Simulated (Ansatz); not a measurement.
Gas-phase electronic energies from Ansatz, PBE0-D4/def2-TZVP geometries. CCSD(T)/CBS adds triple-zeta CCSD(T) − MP2 to the extrapolated MP2 energy (def2 sets, frozen cores). This one scheme is used for every species. For Se outer-core shells are correlated without core-valence functions, which leaves a few kJ/mol of doubt a bond. Scalar relativity is left out up to krypton. Each species was taken in one conformer, which may not be the lowest.

Reaction (formal exchange of groups at the Si–Si bond): `[SiH3][SiH2][SeH]` + `CC` → `CC[SiH2][SeH]` + SiH₄

`[SiH3][SiH2][SeH]`:

Z-matrix (Å, degrees):
```
Si
Si 1 2.336
H 1 1.486 2 109.6
H 1 1.489 2 111.4 3 121.1
H 1 1.488 2 108.8 3 -119.1
Se 2 2.288 1 109.8 3 61.7
H 2 1.486 1 111.6 3 -53.2
H 2 1.488 1 111.3 3 -174.6
H 6 1.469 2 93.2 1 53.8
```

`CC`:

Z-matrix (Å, degrees):
```
C
C 1 1.519
H 1 1.093 2 111.4
H 1 1.093 2 111.4 3 120.0
H 1 1.093 2 111.4 3 -120.0
H 2 1.093 1 111.4 3 180.0
H 2 1.093 1 111.4 3 -60.0
H 2 1.093 1 111.4 3 60.0
```

`CC[SiH2][SeH]`:

Cartesian coordinates in Å:
```
C 1.384 0.238 0.749
C 0.062 -0.519 0.712
Si -0.789 -0.495 -0.956
Se -1.255 1.622 -1.680
H 2.103 -0.184 0.042
H 1.838 0.201 1.742
H 1.244 1.288 0.484
H 0.207 -1.572 0.980
H -0.637 -0.113 1.452
H 0.104 -1.032 -2.017
H -2.039 -1.299 -0.908
H -2.222 1.865 -0.601
```

SiH₄:

Z-matrix (Å, degrees):
```
Si
H 1 1.485
H 1 1.485 2 109.5
H 1 1.485 2 109.5 3 -120.0
H 1 1.485 2 109.5 3 120.0
```

```csv
species,SCS-MP2/def2-TZVPP energy (Eh)
`[SiH3][SiH2][SeH]`,-2981.77830
`CC`,-79.64041
`CC[SiH2][SeH]`,-2770.00088
SiH₄,-291.41820
```

Q: Work out ΔE.

A: ΔE = (-2770.00088) + (-291.41820) − (-2981.77830) − (-79.64041) = -0.00037 Eh = -1.0 kJ/mol. CCSD(T)/CBS gives +5.6 kJ/mol.

Largest T1 diagnostic among the species: 0.011.

The D4 term adds −3.3 kJ/mol with B3LYP and −1.9 kJ/mol with PBE0; it sums over pairs of atoms, weighted by their polarisabilities, and B3LYP, whose exchange is more repulsive, gets the larger term. From PBE to PBE0 (25 % exact exchange), in def2-TZVPP and without D4, ΔE moves by −3.0 kJ/mol.

B3LYP here is the variant with VWN-RPA as its local correlation; programs differ in this.
